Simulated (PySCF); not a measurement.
Compound: C5H2Cl2OS.
SMILES with atom numbers: `[O:1]=[C:2]([Cl:3])[c:4]1[s:5][cH:6][cH:7][c:8]1[Cl:9]` (hydrogens: H10 on C6; H11 on C7)

Computed at PBE0/pcSseg-1 (PySCF, non-relativistic), with Q(17O) = −0.0256 b, Q(35Cl) = −0.0817 b, Q(33S) = −0.0678 b: O1, 17O (I = 5/2): χzz = 9.139 MHz, η = 0.323; Cl3, 35Cl (I = 3/2): χzz = -62.17 MHz, η = 0.197; S5, 33S (I = 3/2): χzz = -29.87 MHz, η = 0.570; Cl9, 35Cl (I = 3/2): χzz = -78.82 MHz, η = 0.181.

Task: Find the zero-field quadrupole resonance frequencies of 17O at O1.

Result: From the eigenvalues of H = χ/[4I(2I − 1)] × [3Iz² − I(I + 1) + η(Ix² − Iy²)], steps between neighbouring levels, labelled as for η = 0: ±1/2↔±3/2 1.518 MHz, ±3/2↔±5/2 2.688 MHz (carbonyl oxygen).

Task: Where would the pure quadrupole (NQR) lines of 35Cl at Cl3 fall for the rigid, isolated species?

Result: From ν = (|χ|/2)√(1 + η²/3): ν = 31.28 MHz (chlorine bonded to C). For 37Cl the ratio of quadrupole moments, 0.7881, gives 24.66 MHz.

Task: Find the zero-field quadrupole resonance frequencies of 33S at S5.

Result: From ν = (|χ|/2)√(1 + η²/3): ν = 15.72 MHz (thiophene-type sulfur).

Task: Find the zero-field quadrupole resonance frequencies of 35Cl at Cl9.

Result: From ν = (|χ|/2)√(1 + η²/3): ν = 39.63 MHz (aryl chlorine). For 37Cl the ratio of quadrupole moments, 0.7881, gives 31.23 MHz.

Task: Apply the simplest Townes–Dailey estimate (no s hybridisation, no π bonding), ionic character = 1 − χzz/χ0, where χ0 is the coupling for one missing p electron along the bond: −109.74 MHz for 35Cl.

Result: Cl3 on C2: 1 − (-62.17)/(-109.74) = 0.43; Cl9 on C8: 1 − (-78.82)/(-109.74) = 0.28. In this model a purely covalent bond gives χ0 and a free halide ion gives zero; s hybridisation or π bonding, where present, is counted here as ionic character.

In a crystal, neighbours and librations shift these lines. Isolated species at its GFN2-xTB geometry (one conformer only). GFN2-xTB bond lengths can be off by several hundredths of an ångström, more for odd bonds, and the gradients follow them. The small basis limits the accuracy of the gradients.

These values come from a run that also computed NMR shieldings. On Arm Neoverse V1, one thread, no GPU, on a shared host, this took 30 s of wall time and 0.82 GiB of memory at its peak.

The values belong to the conformer `[O:1]=[C:2]([Cl:3])[c:4]1[s:5][cH:6][cH:7][c:8]1[Cl:9]`: O1–C2–C4–S5 180°.
